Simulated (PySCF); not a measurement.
**Finite-field polarisability of Zn (zinc, neutral)**

[Ar] 3d10 4s2, closed-shell 1S. All numbers are calculated (PySCF 2.14, the non-relativistic Hamiltonian (point nucleus), in def2-TZVPPD (6s6p4d2f1g, 67 functions)). Frozen: [Ar]. Energy changes in a uniform field (μhartree):

```json
{"axis": "x", "F (au)": "0.0019", "HF": "-96.148", "MP2": "-73.707", "CCSD": "-78.050", "CCSD(T)": "-76.120"}
{"axis": "x", "F (au)": "0.0038", "HF": "-384.558", "MP2": "-294.872", "CCSD": "-312.218", "CCSD(T)": "-304.505"}
```

Derive α along x at CCSD(T) from the two fields.

With ΔE = −αF²/2 − γF⁴/24, α = −(16 ΔE(F) − ΔE(2F))/(6F²) = 42.17 bohr³.

And the mean polarisability at each level?

HF 53.27, MP2 40.83, CCSD 43.24, CCSD(T) 42.17 bohr³. Reference: 38.67 ± 0.3 bohr³ (recommended; Schwerdtfeger and Nagle, table of static dipole polarizabilities (2023 update)).

CCSD(T) lies more than 5 % above the reference; correlation of the frozen inner shells, absent here, would lower it.
